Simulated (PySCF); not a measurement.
# Finite-field polarisability of Hg (mercury, neutral)

[Xe] 4f14 5d10 6s2, closed-shell 1S. All numbers are calculated (PySCF 2.14, scalar relativity by spin-free X2C-1e, in ANO-RCC-VTZP (8s7p5d3f1g, 84 functions)). Frozen: [Xe] 4f14. Energy changes in a uniform field (μhartree):

| axis | F (au) | HF | MP2 | CCSD | CCSD(T) |
| --- | --- | --- | --- | --- | --- |
| x | 0.0021 | -96.911 | -64.649 | -76.374 | -74.376 |
| x | 0.0042 | -387.629 | -258.671 | -305.513 | -297.523 |

Task: Derive α along x at CCSD(T) from the two fields.

Result: With ΔE = −αF²/2 − γF⁴/24, α = −(16 ΔE(F) − ΔE(2F))/(6F²) = 33.73 bohr³.

Task: And the mean polarisability at each level?

Result: HF 43.95, MP2 29.32, CCSD 34.64, CCSD(T) 33.73 bohr³. Reference: 33.91 ± 0.34 bohr³ (recommended; Schwerdtfeger and Nagle, table of static dipole polarizabilities (2023 update)).

The basis has no added diffuse functions, which lowers α.
